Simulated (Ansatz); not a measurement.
Coupled-cluster diagnostics for the cluster Na2Te⁺, Ansatz.

Geometry of the doublet (r2SCAN-D4/def2-TZVP):

```xyz
3

Na    2.1493   -0.6474    1.8600
Na   -2.1505    0.6478   -1.8585
Te    0.0012   -0.0004   -0.0015
```

In the def2 sets Te takes a core potential; there is no spin–orbit coupling. Correlated methods freeze 6 core orbitals; core or outer-core shells of Na, Te are correlated, in sets that lack core-valence functions. Another isomer (doublet) lies 0.03 eV lower at PBE0-D4/def2-TZVP; other spin states weren't run for this one.

Problem. Estimate the CCSD(T) correlation energy, the shares of MP2 and (T), T1 and the reference's ⟨S²⟩ for: charge 1, doublet, own geometry in def2-TZVPP; and the rough time on 4 threads of Arm Neoverse V2 on a shared host.

Solution. 
```tsv
state	basis	correlation (eV)	MP2 share (%)	(T) share (%)	T1	⟨S²⟩ (pure)	wall time
charge 1, doublet, own geometry	def2-TZVPP	-20.916	99.4	1.7	0.007	0.76 (0.75)	11 s
```
Customary marks for T1 are 0.02 (closed shells), 0.045 (open shells) and about 0.05 (3d metals). T1 stays under 0.02 throughout.
